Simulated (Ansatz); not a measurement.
Isomers of C3H6SSi, relaxed with PBE0-D4/def2-TZVP in Ansatz; electronic energies, one conformer each and not always the lowest. Functionals use def2-TZVPP; CBS adds triple-zeta CCSD(T) − MP2 to the MP2 limit of def2-TZVPP and def2-QZVPP.

Problem. Order them by energy at frozen-core CCSD(T)/CBS, lowest first. (Estimate.)
A. `C=C1C[SiH2]S1`
B. `C[SiH]1C=CS1`
C. `CC#CS[SiH3]`
D. `CC1[SiH2]C1=S`
E. `C=CC([SiH3])=S`

Solution. B (0.0 kJ/mol), A (34.8 kJ/mol), C (140.0 kJ/mol), E (155.8 kJ/mol), D (221.3 kJ/mol).

Problem. How do r2SCAN-D4, B2PLYP, B3LYP, ωB97M-V place them (kJ/mol, against `C[SiH]1C=CS1`)? (Estimate.)

Solution. The calculation gave: 
| isomer | r2SCAN-D4 | B2PLYP | B3LYP | ωB97M-V |
| --- | --- | --- | --- | --- |
| `CC1[SiH2]C1=S` | 210.5 | 212.2 | 206.5 | 222.9 |
| `C=C1C[SiH2]S1` | 34.1 | 33.6 | 31.4 | 34.1 |
| `CC#CS[SiH3]` | 143.7 | 124.5 | 119.4 | 143.8 |
| `C=CC([SiH3])=S` | 162.6 | 146.7 | 139.4 | 165.7 |

B3LYP here is the variant with VWN-RPA as its local correlation; programs differ in this.
